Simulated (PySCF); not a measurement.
CH$_{3}$BFO (calculated)

All values are calculated (PySCF 2.14.0). Calculation on a computer-drawn molecule: the log of a Hartree-Fock and frozen-core CCSD(T) single point meant for a local Hartree-Fock minimum, with one planted fault or none, to be diagnosed. Offsets are logged minus clean, where the clean run is the same molecule without the fault. The reference is restricted for singlets and unrestricted otherwise, and also for a bond in bohr or an excited solution. Adding or removing an electron swaps singlet and doublet. The excited solution moves the top pair (singlet) or top alpha electron (doublet) to the lowest empty orbital. Highest occupied and lowest empty are orbital energies over both spins, largest force is the largest gradient component, triples share is (T) over the correlation energy, the T1 limit is 0.02 restricted and 0.045 unrestricted, electrons count all cores, a negative frequency is imaginary (commonest isotopes), and the dipole is about the centre of nuclear charge.

CH$_{3}$BFO

Logged structure:
```xyz
7
CH3BFO
C     -3.2229    -0.1358    -0.5191
O     -2.5088    -1.3878    -0.0975
B     -1.9337    -2.3935     0.2415
F     -1.3401    -3.4314     0.5911
H     -4.1850    -0.4730    -0.8800
H     -2.5974     0.2947    -1.2892
H     -3.2825     0.4654     0.3778
```

```
meant charge                      : 1
meant multiplicity                : 1
meant basis                       : cc-pVDZ
logged electrons                  : 30
logged basis functions            : 71
logged SCF converged              : yes
logged spin squared               : 2.0088
logged highest occupied           : -11.483 eV
logged lowest empty               : -8.7933 eV
logged largest force              : 0.27783 hartree/bohr
logged dipole magnitude           : 6.5026 debye
logged SCF stable within its kind : yes
logged energy HF                  : -238.07119 hartree
possible faults                   : no fault, one electron removed, one electron added, multiplicity raised by two, geometry at a saddle point, SCF held on an excited solution, minimal basis STO-3G, one bond length entered in bohr, all coordinates scaled
planted fault                     : multiplicity raised by two
HF energy offset from clean run   : 209 kcal/mol
```

Drawn bonds:
```csv
atom,other atom,order
1,2,1
2,3,1
3,4,1
1,5,1
1,6,1
1,7,1
```

Notes: coupled-cluster numbers left out as unreliable.
